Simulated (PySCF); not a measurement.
Compound: C4H12AlNSi.
SMILES: `[SiH3]N[C@@H]1CC[CH2][AlH]1`

The closed-shell SCF was solved with PySCF and density fitting under several settings on one GFN2-xTB geometry (grid level 2 and gas phase unless stated).

```csv
settings,basis functions,SCF cycles,E (Eh),HOMO (eV),LUMO (eV),dipole (D)
LDA/6-31G,95,15,-741.9917,-4.78,-1.97,1.48
KT2/def2-SVP,166,14,-754.4366,-5.09,-1.88,1.15
```

Problem. Estimate the rows for these settings: (1) PBE0/6-31G, start guess sap; (2) HF/6-31G, start guess huckel.

Solution. 
```json
{"settings": "PBE0/6-31G, start guess sap", "basis functions": "95", "SCF cycles": "15", "E (Eh)": "-745.6597", "HOMO (eV)": "-6.01", "LUMO (eV)": "-1.00", "dipole (D)": "1.30"}
{"settings": "HF/6-31G, start guess huckel", "basis functions": "95", "SCF cycles": "10", "E (Eh)": "-743.5418", "HOMO (eV)": "-9.06", "LUMO (eV)": "1.98", "dipole (D)": "1.07"}
```

Problem. Over all rows, what range does the HOMO–LUMO gap span?

Solution. From 2.81 eV (LDA/6-31G) to 11.04 eV (HF/6-31G, start guess huckel). The functional of the narrowest has no exact exchange, that of the widest 100 % exact exchange.

Problem. And the dipole moment?

Solution. From 1.07 D (HF/6-31G, start guess huckel) to 1.48 D (LDA/6-31G); the largest is 1.38 times the smallest, and the median is 1.23 D.

Whole jobs, the steps after the SCF included, on an Intel Xeon at 2.50 GHz with one thread, on a shared host:

```csv
settings,work after the SCF,wall time,peak memory
LDA/6-31G,"3 singlets by full TDDFT, polarisability",40 s,0.34 GiB
KT2/def2-SVP,"spin–spin couplings from 18 perturbed nuclei, spin–dipole term for 2 of them",93 s,0.59 GiB
"PBE0/6-31G, start guess sap","spin–spin couplings from 18 perturbed nuclei, spin–dipole term for 2 of them",63 s,0.74 GiB
"HF/6-31G, start guess huckel","3 singlets by CIS, 2 Tamm–Dancoff triplets, polarisability",6.8 s,0.43 GiB
```

Cycle counts include a coarse-grid stage where the run had one. KT2 was designed for NMR shieldings or shifts; total energies of different functionals aren't comparable.

One conformer stands for the species.
